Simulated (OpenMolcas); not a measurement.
# SiNH4O2 (SMILES N[Si](O)O): the vertical ionisation energy from total energies

SiNH4O2: 8 atoms, total charge 0, spin state doublet. As SMILES, `N[Si](O)O`. The shape is that of a PBE0-D4/def2-TZVP optimisation. This is one conformer, not always the lowest.

Both states at this one shape; open shells run unrestricted unless said. 1 Eh = 27.2114 eV.

| level | program | doublet SiNH4O2 (Eh) | singlet [SiNH4O2]+ (Eh) |
| --- | --- | --- | --- |
| UHF/3-21G | OpenMolcas | -492.836017 | -492.563460 |
| UB3LYP/cc-pVDZ | OpenMolcas | -497.175817 | -496.908142 |
| ROCCSD(T)/cc-pVDZ, 8 core orbitals frozen | OpenMolcas | -496.180463 | -495.922690 |

Problem. Work out the vertical ionisation energy at each level.

Solution. 
1. UHF/3-21G: -492.563460 − (-492.836017) = 0.272557 Eh = 7.42 eV.
2. UB3LYP/cc-pVDZ: -496.908142 − (-497.175817) = 0.267675 Eh = 7.28 eV.
3. ROCCSD(T)/cc-pVDZ: -495.922690 − (-496.180463) = 0.257773 Eh = 7.01 eV.

No measured value is set beside it here; the levels span 7.01 to 7.42 eV. Hartree–Fock favours the state with fewer electron pairs, since it lacks pair correlation.
